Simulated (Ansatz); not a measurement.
`O[SiH](F)[SiH2]Br` + H₂S → `O[SiH](F)[SiH2]S` + HBr  (ligand exchange at the Si–Br bond)

Calculated with Ansatz (gas phase, PBE0-D4/def2-TZVP geometries, no zero-point term in ΔE). CCSD(T)/CBS adds triple-zeta CCSD(T) − MP2 to the extrapolated MP2 energy (def2 sets, frozen cores). This one scheme is used for every species. DFT in def2-TZVPP. For Br outer-core shells are correlated without core-valence functions, which leaves a few kJ/mol of doubt a bond. Scalar relativity is left out up to krypton. One conformer a species, not always the lowest.

`O[SiH](F)[SiH2]Br`:

Z-matrix (Å, degrees):
```
Si
F 1 1.599
Si 1 2.351 2 106.8
O 1 1.630 2 111.4 3 -118.2
H 1 1.479 2 107.3 3 125.3
Br 3 2.243 1 103.7 2 -86.4
H 3 1.483 1 115.0 2 30.9
H 3 1.484 1 113.1 2 157.8
H 4 0.961 1 117.2 2 80.5
```

H₂S:

Cartesian coordinates in Å:
```
S -0.282 -0.547 0.074
H -0.087 0.514 0.871
H 0.369 0.032 -0.946
```

`O[SiH](F)[SiH2]S`:

Cartesian coordinates in Å:
```
O -1.109 0.192 1.728
Si -0.483 -0.946 0.737
F 0.903 -1.504 1.321
Si 0.056 0.113 -1.282
S 1.025 1.935 -0.655
H -0.735 1.074 1.645
H -1.438 -2.075 0.729
H 0.911 -0.676 -2.207
H -1.156 0.578 -2.005
H 2.025 1.307 -0.012
```

HBr:

Cartesian coordinates in Å:
```
Br -0.346 0.503 0.363
H 0.346 -0.503 -0.363
```

```
         level  ΔE (kJ/mol)
        B2PLYP         35.1
MP2/def2-QZVPP         36.0
```

(1) What does CCSD(T)/CBS give? (An estimate is asked.)

Largest T1 diagnostic among the species: 0.013.

Results:

(1) Ansatz gave: +35.9 kJ/mol. The listed levels differ from it by -0.8, 0.1 kJ/mol.

In def2-TZVPP, CCSD(T) changes the Hartree–Fock value by −11.9 kJ/mol (the triples alone add −2.0 kJ/mol) and MP2 by −10.7 kJ/mol.
